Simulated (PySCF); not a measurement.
HF$_{5}$OW, singlet, at a GFN2-xTB geometry (such geometries of metal compounds can be far from the true shape) (core potentials on W); PySCF with DF-R2SCAN/def2-SVP.

The PySCF input:
```python
from pyscf import gto, scf, dft

mol = gto.Mole()
mol.atom = '''
    W     0.00634034   -0.01303555    0.00301076
    F    -0.78081071    1.60532460   -0.37077427
    F     1.41436142    0.93232006    0.77031304
    F     0.84277491    0.09380034   -1.65648816
    F    -0.89290696    0.00926971    1.63268256
    F    -1.46449346   -0.82925000   -0.79411864
    O     0.78305903   -1.60994707    0.37184191
    H     1.19601609   -2.45897504    0.56793790
'''
mol.basis = 'def2-svp'
mol.ecp = {'W': 'def2-svp'}
mol.verbose = 4
mol.build()

mf = dft.RKS(mol)
mf.xc = 'r2scan'
mf = mf.density_fit(auxbasis='def2-universal-jkfit')
mf.kernel()
```

### Question
Predict the main parts of the log of this PySCF run.

### Answer

```
PySCF version 2.14.0

[INPUT] verbose = 4
[INPUT] num. atoms = 8
[INPUT] num. electrons = 68
[INPUT] charge = 0
[INPUT] spin (= nelec alpha-beta = 2S) = 0
[INPUT] symmetry False subgroup None
[INPUT] Mole.unit = angstrom
[INPUT] Symbol           X                Y                Z      unit          X                Y                Z       unit  Magmom
[INPUT]  1 W      0.006340340000  -0.013035550000   0.003010760000 AA    0.011981506137  -0.024633619383   0.005689511827 Bohr   0.0
[INPUT]  2 F     -0.780810710000   1.605324600000  -0.370774270000 AA   -1.475518397027   3.033623835027  -0.700661824336 Bohr   0.0
[INPUT]  3 F      1.414361420000   0.932320060000   0.770313040000 AA    2.672755724951   1.761829573838   1.455680675781 Bohr   0.0
[INPUT]  4 F      0.842774910000   0.093800340000  -1.656488160000 AA    1.592613764555   0.177256952991  -3.130308950985 Bohr   0.0
[INPUT]  5 F     -0.892906960000   0.009269710000   1.632682560000 AA   -1.687349609118   0.017517213154   3.085322886754 Bohr   0.0
[INPUT]  6 F     -1.464493460000  -0.829250000000  -0.794118640000 AA   -2.767491550617  -1.567055388796  -1.500666740012 Bohr   0.0
[INPUT]  7 O      0.783059030000  -1.609947070000   0.371841910000 AA    1.479767106068  -3.042359037346   0.702679371535 Bohr   0.0
[INPUT]  8 H      1.196016090000  -2.458975040000   0.567937900000 AA    2.260142850673  -4.646789372741   1.073247086761 Bohr   0.0

nuclear repulsion = 448.966405656396
number of shells = 51
number of NR pGTOs = 208
number of NR cGTOs = 121
basis = def2-svp
ecp = {'W': 'def2-svp'}

******** <class 'pyscf.df.df_jk.DFRKS'> ********
method = DFRKS
initial guess = minao
damping factor = 0
level_shift factor = 0
DIIS = <class 'pyscf.scf.diis.CDIIS'>
diis_start_cycle = 1
diis_space = 8
diis_damp = 0
SCF conv_tol = 1e-09
SCF conv_tol_grad = None
SCF max_cycles = 50
direct_scf = False
XC library pyscf.dft.libxc version 7.1.2
    S. Lehtola, C. Steigemann, M. J. T. Oliveira, and M. A. L. Marques,  SoftwareX 7, 1–5 (2018)
XC functionals = r2scan
    J. W. Furness, A. D. Kaplan, J. Ning, J. P. Perdew, and J. Sun,  J. Phys. Chem. Lett. 11, 8208–8215 (2020)
    J. W. Furness, A. D. Kaplan, J. Ning, J. P. Perdew, and J. Sun,  J. Phys. Chem. Lett. 11, 9248–9248 (2020)
    J. W. Furness, A. D. Kaplan, J. Ning, J. P. Perdew, and J. Sun,  J. Phys. Chem. Lett. 11, 8208–8215 (2020)
    J. W. Furness, A. D. Kaplan, J. Ning, J. P. Perdew, and J. Sun,  J. Phys. Chem. Lett. 11, 9248–9248 (2020)
radial grids:
    Treutler-Ahlrichs [JCP 102, 346 (1995); DOI:10.1063/1.469408] (M4) radial grids

becke partition: Becke, JCP 88, 2547 (1988); DOI:10.1063/1.454033
pruning grids: <function nwchem_prune>
grids dens level: 3
symmetrized grids: False
atomic radii adjust function: <function treutler_atomic_radii_adjust>
small_rho_cutoff = 0
Set gradient conv threshold to 3.16228e-05
Initial guess from minao.
tot grids = 119512
init E= -629.401602367218
  HOMO = -0.651131542262826  LUMO = -0.336073524915738  gap/eV = 8.57317
cycle= 1 E= -641.158318589108  delta_E= -11.8  |g|=  1.8  |ddm|= 7.35
  HOMO = -0.24318421411741  LUMO = -0.233522942192697  gap/eV = 0.26290
cycle= 2 E= -634.942074245745  delta_E= 6.22  |g|= 5.56  |ddm|= 4.93
  HOMO = -0.293047280858869  LUMO = -0.0868769862258658  gap/eV = 5.61018
cycle= 3 E= -641.606552837503  delta_E= -6.66  |g|= 0.884  |ddm|= 4.33
  HOMO = -0.340820791578493  LUMO = -0.169365744450904  gap/eV = 4.66553
cycle= 4 E= -641.729276021328  delta_E= -0.123  |g|= 0.469  |ddm|= 0.993
  HOMO = -0.380410736676038  LUMO = -0.192207546145031  gap/eV = 5.12127
cycle= 5 E= -641.761969680889  delta_E= -0.0327  |g|= 0.225  |ddm|= 0.459
  HOMO = -0.367117008225228  LUMO = -0.174852643824964  gap/eV = 5.23178
cycle= 6 E= -641.772091464923  delta_E= -0.0101  |g|= 0.0528  |ddm|= 0.188
  HOMO = -0.367608649692762  LUMO = -0.174322349372464  gap/eV = 5.25959
cycle= 7 E= -641.772545553565  delta_E= -0.000454  |g|= 0.0236  |ddm|= 0.0495
  HOMO = -0.368584629279938  LUMO = -0.174163843106923  gap/eV = 5.29046
cycle= 8 E= -641.772652844101  delta_E= -0.000107  |g|= 0.00243  |ddm|= 0.0182
  HOMO = -0.368510374657562  LUMO = -0.174132469233752  gap/eV = 5.28929
cycle= 9 E= -641.772654134385  delta_E= -1.29e-06  |g|= 0.000437  |ddm|= 0.00224
  HOMO = -0.368501974041828  LUMO = -0.174161393007654  gap/eV = 5.28828
cycle= 10 E= -641.772654176122  delta_E= -4.17e-08  |g|= 0.000111  |ddm|= 0.000473
  HOMO = -0.368504769335388  LUMO = -0.174160576181101  gap/eV = 5.28837
cycle= 11 E= -641.77265417911  delta_E= -2.99e-09  |g|= 1.21e-05  |ddm|= 0.00011
  HOMO = -0.368504327779875  LUMO = -0.174160568875242  gap/eV = 5.28836
cycle= 12 E= -641.772654179144  delta_E= -3.37e-11  |g|= 4.57e-06  |ddm|= 9.9e-06
  HOMO = -0.368504280433917  LUMO = -0.174161037535635  gap/eV = 5.28835
Extra cycle  E= -641.772654179111  delta_E= 3.25e-11  |g|= 1.25e-05  |ddm|= 1.21e-05
converged SCF energy = -641.772654179111
```
